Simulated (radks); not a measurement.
Species: the palladium ion Pd24+. Configuration: [Ar] 3d2 4s2 (not the ground configuration). Calculated with a radial shooting solver on a logarithmic mesh with Libxc functionals: scalar-relativistic Kohn-Sham, r2SCAN, spin-polarised, spherical densities, finite nucleus; open shells are filled with parallel spins first (spin-orbit coupling, left out, can overturn this in heavy ions); meta-GGA in the generalised Kohn-Sham scheme; Fermi nuclear charge, rms radius 4.5318 fm.

Normalised radial functions P(r) = r R(r), r in bohr:

r	3p down	3d up
0.00323	0.0155	0.0001
0.003642	0.0192	0.0002
0.004107	0.0238	0.0002
0.004668	0.0299	0.0003
0.005263	0.0369	0.0005
0.005934	0.0456	0.0007
0.00669	0.0563	0.0010
0.007543	0.0693	0.0013
0.008505	0.0852	0.0019
0.009589	0.1045	0.0026
0.01081	0.1278	0.0036
0.01229	0.1578	0.0052
0.01385	0.1917	0.0072
0.01562	0.2318	0.0100
0.01761	0.2789	0.0138
0.01986	0.3336	0.0191
0.02239	0.3965	0.0262
0.02525	0.4676	0.0358
0.02846	0.5467	0.0487
0.03235	0.6388	0.0673
0.03648	0.7302	0.0905
0.04113	0.8236	0.1209
0.04637	0.9141	0.1604
0.05228	0.9957	0.2109
0.05895	1.0604	0.2746
0.06646	1.0986	0.3540
0.07494	1.0997	0.4508
0.08517	1.0471	0.5752
0.09603	0.9364	0.7121
0.1083	0.7584	0.8674
0.1221	0.5102	1.0379
0.1376	0.1954	1.2176
0.1552	-0.1735	1.3976
0.175	-0.5758	1.5667
0.1973	-0.9808	1.7101
0.2242	-1.3732	1.8175
0.2528	-1.6638	1.8608
0.285	-1.8445	1.8359
0.3214	-1.8942	1.7375
0.3624	-1.8108	1.5704
0.4086	-1.6117	1.3483
0.4606	-1.3324	1.0933
0.5194	-1.0188	0.8317
0.5903	-0.6972	0.5741
0.6656	-0.4446	0.3734
0.7504	-0.2574	0.2224
0.8461	-0.1340	0.1203
0.954	-0.0615	0.0582
1.076	-0.0245	0.0248
1.213	-0.0084	0.0091
1.367	-0.0024	0.0029
1.554	-0.0005	0.0007
1.752	-0.0001	0.0001
1.976	0.0000	0.0000
2.228	0.0000	0.0000

3p down: eigenvalue -1401.8 eV, 1 radial node at r = 0.147 bohr, <r> = 0.344 bohr, 90 % of the charge inside 0.511 bohr. 3d up: eigenvalue -1242.9 eV, 0 radial nodes, <r> = 0.309 bohr, 90 % of the charge inside 0.476 bohr.
